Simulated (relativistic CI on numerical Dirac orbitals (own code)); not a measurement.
## Slater and spin-orbit integrals, Tl XX

Method of calculation: Dirac-Coulomb-Breit CI, separate exchange-only KLI orbitals for each configuration, model QED, unscaled Slater integrals (own radial code, finite nucleus).

Slater integrals F^k, G^k are unscaled and averaged over j, outside the closed core [Kr] 4d10; ζ comes from projecting the Hamiltonian with its Breit term on Σ l·s of the shell.

- 4f¹⁴5s5p: G^1(5s,5p) = 159370, ζ(5p) = 152200 cm⁻¹; <r>(5s) = 0.7975, <r^2>(5s) = 0.7079, <r>(5p) = 0.8634, <r^2>(5p) = 0.8321 (bohr units).
- 4f¹³5s²5p: ζ(4f) = 10505, F^2(4f,5p) = 93305, G^2(4f,5p) = 31862, G^4(4f,5p) = 28733, ζ(5p) = 156080 cm⁻¹; <r>(4f) = 0.4411, <r^2>(4f) = 0.2286, <r>(5p) = 0.8585, <r^2>(5p) = 0.8227 (bohr units).
- 4f¹⁴5s5d: G^2(5s,5d) = 103670, ζ(5d) = 16200 cm⁻¹; <r>(5s) = 0.7972, <r^2>(5s) = 0.7074, <r>(5d) = 0.9624, <r^2>(5d) = 1.038 (bohr units).

In this model ζ of a weakly bound d, f or g electron outside closed shells comes out too small, for d by up to a factor of two or three and at times with the wrong sign; that of an outer p electron is too small as well.

Averages of the first 10 configurations, taken without configuration mixing, which lowers the lowest level and can move excited configurations by several eV; other configurations of the list can lie among them:

```csv
Configuration,Parity,States,Average energy above the lowest level (eV)
4f¹⁴5s²,even,1,1.1
4f¹⁴5s5p,odd,12,62.2
4f¹³5s²5p,even,84,87.7
4f¹⁴5s5d,even,20,147.7
4f¹⁴5s5f,odd,28,234.3
4f¹⁴5p5d,odd,60,212.1
4f¹³5s²5d,odd,140,176.0
4f¹⁴5s5g,even,36,300.8
4f¹⁴5p²,even,15,128.8
4f¹³5p³,even,280,221.2
```
